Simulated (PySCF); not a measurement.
Species: p-cresol, C₇H₈O.
Structure used (PBE0-D3(BJ)/def2-SVP), in Å, numbered top down from 1:
```
atom  x, y, z in Å
C1    -2.3774   -0.0693    0.3579
C2    -0.8906   -0.1447    0.1599
C3    -0.0090    0.5088    1.0261
C4     1.3696    0.4693    0.8290
C5     1.9044   -0.2353   -0.2526
O6     3.2326   -0.3096   -0.4907
C7     1.0389   -0.8990   -1.1273
C8    -0.3339   -0.8493   -0.9160
H9    -2.8806   -0.9731   -0.0161
H10   -2.6381    0.0474    1.4201
H11   -2.8115    0.7905   -0.1803
H12   -0.4060    1.0636    1.8810
H13    2.0373    0.9874    1.5249
H14    3.7035    0.1879    0.1859
H15    1.4645   -1.4528   -1.9662
H16   -0.9951   -1.3775   -1.6089
```

Level of theory: PBE0-D3(BJ)/def2-SVP geometry optimisation, gas phase (PySCF 2.14.0).

Take the most abundant isotopes and a rigid rotor. The values belong to one conformer with, in the numbering `[CH3:1][c:2]1[cH:3][cH:4][c:5]([OH:6])[cH:7][cH:8]1`, C4–C5–O6–H 0°.

Question: What are A, B and C (MHz)?

Answer: Ia = 91.75, Ib = 346.09, Ic = 434.65 u·Å²; 505379 MHz·u·Å²/I gives A = 5508, B = 1460, C = 1163 MHz.

Question: Classify the top.

Answer: An asymmetric top; Ray's κ = -0.863.

Question: Is it planar, by Δ = Ic − Ia − Ib?

Answer: Not planar: Δ = Ic − Ia − Ib = -3.18 u·Å². For a rigid frame Δ = −2 Σ m c², so Σ m c² = 1.59 u·Å² lies off the ab plane: 1.58 from hydrogen and 0.01 from heavier atoms. The atom farthest from that plane is 1.05 Å away.

Question: Give the other two planar moments, Paa and Pbb, and the rms extents of the mass along the axes.

Answer: Paa = Σ m a² = (Ib + Ic − Ia)/2 = 344.49 and Pbb = Σ m b² = (Ia + Ic − Ib)/2 = 90.16 u·Å². With the mass M = 108.06 u, the rms extents √(P/M) along a, b and c are 1.79, 0.91, 0.12 Å.

Question: Which types of transition are allowed, and where do some lines up to J = 4 fall?

Answer: The dipole components are |μa| = 0.14 D, |μb| = 1.33 D, |μc| = 0.05 D. Intensities carry the squares of the components, which stand as 0.01 : 1.00 : 0.00 (a : b : c). Some lines, for components of 0.1 D or more:

| type | branch | J(Ka,Kc) | MHz | lower level (cm⁻¹) |
| --- | --- | --- | --- | --- |
| a | Q | 3(1,2) ← 3(1,3) | 1785 | 0.635 |
| a | Q | 4(1,3) ← 4(1,4) | 2972 | 0.964 |
| b | R | 3(0,3) ← 2(1,2) | 4040 | 0.388 |
| b | Q | 1(1,0) ← 1(0,1) | 4346 | 0.087 |
| a | R | 2(1,1) ← 1(1,0) | 5544 | 0.232 |
| b | R | 4(0,4) ← 3(1,3) | 6963 | 0.635 |
| a | R | 4(3,1) ← 3(3,0) | 10525 | 1.785 |
| b | R | 3(1,3) ← 2(0,2) | 11179 | 0.262 |
| b | R | 4(1,4) ← 3(0,3) | 13240 | 0.522 |
| b | R | 2(2,0) ← 1(1,1) | 18001 | 0.223 |
| b | R | 3(2,1) ← 2(1,2) | 20984 | 0.388 |
| b | R | 4(2,3) ← 3(1,2) | 22187 | 0.694 |

Whether it is a minimum is left open (no frequencies). These are rigid-rotor constants of the computed structure; measured ground-state constants (B0) also hold zero-point vibration. A rigid rotor knows nothing of internal rotation, which can split or shift real lines.
